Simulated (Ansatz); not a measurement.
Calculation: PBE-D3(BJ)/def2-SVP (Ansatz, a quantum-chemistry and plane-wave program). No frequencies were computed at this level.

Ansatz 0.2 input:
```yaml
crystal:
  periodic: [false, false, false]
  atoms:
    - { symbol: Y, position_ang: [-0.241365, -0.435748, 0.966998] }
    - { symbol: C, position_ang: [1.27756, 1.336183, 1.299482] }
    - { symbol: H, position_ang: [1.640724, 1.528473, 0.276877] }
    - { symbol: H, position_ang: [2.144807, 1.151495, 1.937451] }
    - { symbol: H, position_ang: [0.788813, 2.249563, 1.65317] }
    - { symbol: C, position_ang: [0.8262, -2.028648, -0.404428] }
    - { symbol: H, position_ang: [1.45712, -1.406918, -1.060139] }
    - { symbol: H, position_ang: [0.094834, -2.540415, -1.038962] }
    - { symbol: H, position_ang: [1.462482, -2.788135, 0.054267] }
    - { symbol: Br, position_ang: [-1.682406, 0.754771, -1.008832] }
basis:
  gaussian: { orbitals: def2-svp }
hamiltonian:
  xc: pbe
  dispersion: d3bj
relax:
  max_steps: 150
```

Output:

```
Functional definition: PBE
1298 factors; their error is unknown
mean field evaluation 1: about -73219.9803 eV, gradient 8.5e1 eV
mean field evaluation 2: about -73088.9178 eV, gradient 1.9e2 eV
mean field evaluation 4: about -73236.6903 eV, gradient 2.5e1 eV
mean field evaluation 8: about -73238.8337 eV, gradient 6.2e-2 eV
mean field evaluation 16: about -73238.7519 eV, gradient 6.7e-5 eV
mean field -73238.75187878 eV, -2691.4744885361 hartree, gradient 1.6e-5 eV, S^2 0.000000; 0 other end points of the search recorded, 0 dependent functions left out
reference -73238.75195426 eV, -2691.4744913101 hartree; 32, 32 occupied and 89, 89 virtual orbitals, 1298 factors
relax step   1: F+E_penalty+E_count = -73238.95277040 eV  Δ(F+E_penalty+E_count) = +0.000e0 eV  max|allowed force component| = 1.200e0 eV/Å  Δτ_max = 0.0000 Å  (28 SCF iters, accepted)
these checks for a lower state are left out or cut short: starts, cluster_reference, orbital_swaps, neighbouring_geometries, increment
1298 factors; their error is unknown
mean field -73238.92286335 eV, -2691.4807721033 hartree, gradient 1.0e-5 eV, S^2 0.000000; 0 other end points of the search recorded, 0 dependent functions left out
reference -73238.92293866 eV, -2691.4807748707 hartree; 32, 32 occupied and 89, 89 virtual orbitals, 1298 factors
relax step   2: F+E_penalty+E_count = -73239.12315958 eV  Δ(F+E_penalty+E_count) = -1.704e-1 eV  max|allowed force component| = 2.595e-1 eV/Å  Δτ_max = 0.1984 Å  (34 SCF iters, accepted)
these checks for a lower state are left out or cut short: starts, cluster_reference, orbital_swaps, neighbouring_geometries, increment
1298 factors; their error is unknown
mean field evaluation 32: about -73238.9688 eV, gradient 1.5e-5 eV
mean field -73238.96881248 eV, -2691.4824607026 hartree, gradient 1.5e-5 eV, S^2 0.000000; 0 other end points of the search recorded, 0 dependent functions left out
reference -73238.96888740 eV, -2691.4824634557 hartree; 32, 32 occupied and 89, 89 virtual orbitals, 1298 factors
relax step   3: F+E_penalty+E_count = -73239.16477264 eV  Δ(F+E_penalty+E_count) = -4.161e-2 eV  max|allowed force component| = 1.851e-1 eV/Å  Δτ_max = 0.1325 Å  (27 SCF iters, accepted)
these checks for a lower state are left out or cut short: starts, cluster_reference, orbital_swaps, neighbouring_geometries, increment
1298 factors; their error is unknown
mean field -73238.98460683 eV, -2691.4830411342 hartree, gradient 1.7e-5 eV, S^2 0.000000; 0 other end points of the search recorded, 0 dependent functions left out
reference -73238.98468126 eV, -2691.4830438697 hartree; 32, 32 occupied and 89, 89 virtual orbitals, 1298 factors
relax step   4: F+E_penalty+E_count = -73239.17727776 eV  Δ(F+E_penalty+E_count) = -1.251e-2 eV  max|allowed force component| = 2.297e-1 eV/Å  Δτ_max = 0.1178 Å  (27 SCF iters, accepted)
these checks for a lower state are left out or cut short: starts, cluster_reference, orbital_swaps, neighbouring_geometries, increment
1298 factors; their error is unknown
mean field -73238.99053416 eV, -2691.4832589595 hartree, gradient 1.3e-5 eV, S^2 0.000000; 0 other end points of the search recorded, 0 dependent functions left out
reference -73238.99060788 eV, -2691.4832616687 hartree; 32, 32 occupied and 89, 89 virtual orbitals, 1298 factors
relax step   5: F+E_penalty+E_count = -73239.18057240 eV  Δ(F+E_penalty+E_count) = -3.295e-3 eV  max|allowed force component| = 1.622e-1 eV/Å  Δτ_max = 0.1244 Å  (29 SCF iters, accepted)
these checks for a lower state are left out or cut short: starts, cluster_reference, orbital_swaps, neighbouring_geometries, increment
1298 factors; their error is unknown
mean field -73238.99443281 eV, -2691.4834022322 hartree, gradient 9.8e-6 eV, S^2 0.000000; 0 other end points of the search recorded, 0 dependent functions left out
reference -73238.99450680 eV, -2691.4834049515 hartree; 32, 32 occupied and 89, 89 virtual orbitals, 1298 factors
relax step   6: F+E_penalty+E_count = -73239.18493911 eV  Δ(F+E_penalty+E_count) = -4.367e-3 eV  max|allowed force component| = 2.407e-2 eV/Å  Δτ_max = 0.0453 Å  (29 SCF iters, accepted)
these checks for a lower state are left out or cut short: starts, cluster_reference, orbital_swaps, neighbouring_geometries, increment
1298 factors; their error is unknown
mean field -73238.99495230 eV, -2691.4834213232 hartree, gradient 1.1e-5 eV, S^2 0.000000; 0 other end points of the search recorded, 0 dependent functions left out
reference -73238.99502621 eV, -2691.4834240393 hartree; 32, 32 occupied and 89, 89 virtual orbitals, 1298 factors
relax step   7: F+E_penalty+E_count = -73239.18535604 eV  Δ(F+E_penalty+E_count) = -4.169e-4 eV  max|allowed force component| = 1.029e-2 eV/Å  Δτ_max = 0.0133 Å  (30 SCF iters, accepted)
these checks for a lower state are left out or cut short: starts, cluster_reference, orbital_swaps, neighbouring_geometries, increment
1298 factors; their error is unknown
mean field evaluation 64: about -73238.9950 eV, gradient 1.9e-4 eV
mean field -73238.99499742 eV, -2691.4834229814 hartree, gradient 9.0e-6 eV, S^2 0.000000; 0 other end points of the search recorded, 0 dependent functions left out
reference -73238.99507134 eV, -2691.4834256980 hartree; 32, 32 occupied and 89, 89 virtual orbitals, 1298 factors
relax step   8: F+E_penalty+E_count = -73239.18538840 eV  Δ(F+E_penalty+E_count) = -3.236e-5 eV  max|allowed force component| = 6.341e-3 eV/Å  Δτ_max = 0.0050 Å  (22 SCF iters, accepted)
1298 factors; their error is unknown
mean field -73238.99499742 eV, -2691.4834229814 hartree, gradient 1.3e-5 eV, S^2 0.000000; 1 other end points of the search recorded, 0 dependent functions left out
reference -73238.99507134 eV, -2691.4834256980 hartree; 32, 32 occupied and 89, 89 virtual orbitals, 1298 factors
Total energy: -73239.18546232 eV, -2691.4904224374 hartree
Atom 0 at    -0.330264    -0.250148     0.620137 Å, force    -0.003695    -0.002012     0.000708 eV/Å
Atom 1 at     1.292139     1.284264     1.245013 Å, force     0.002949    -0.002050    -0.004160 eV/Å
Atom 2 at     1.816472     1.643797     0.328677 Å, force    -0.002178     0.001995     0.002530 eV/Å
Atom 3 at     2.079289     0.832882     1.893852 Å, force     0.001004    -0.000554     0.001606 eV/Å
Atom 4 at     0.910400     2.192436     1.764101 Å, force     0.000615     0.003068     0.000677 eV/Å
Atom 5 at     0.855471    -1.957656    -0.407145 Å, force     0.006164     0.006341    -0.000290 eV/Å
Atom 6 at     1.554895    -1.504371    -1.148639 Å, force    -0.004652    -0.003168     0.001191 eV/Å
Atom 7 at     0.235079    -2.694154    -0.965266 Å, force    -0.001082    -0.002887    -0.002956 eV/Å
Atom 8 at     1.494426    -2.531180     0.305478 Å, force     0.001146    -0.001822     0.001589 eV/Å
Atom 9 at    -2.139138     0.804752    -0.960323 Å, force    -0.000270     0.001090    -0.000895 eV/Å
Dipole moment:    -0.005840    -0.428951     0.841711 e Å
```

Cost: very roughly 30 core-seconds.
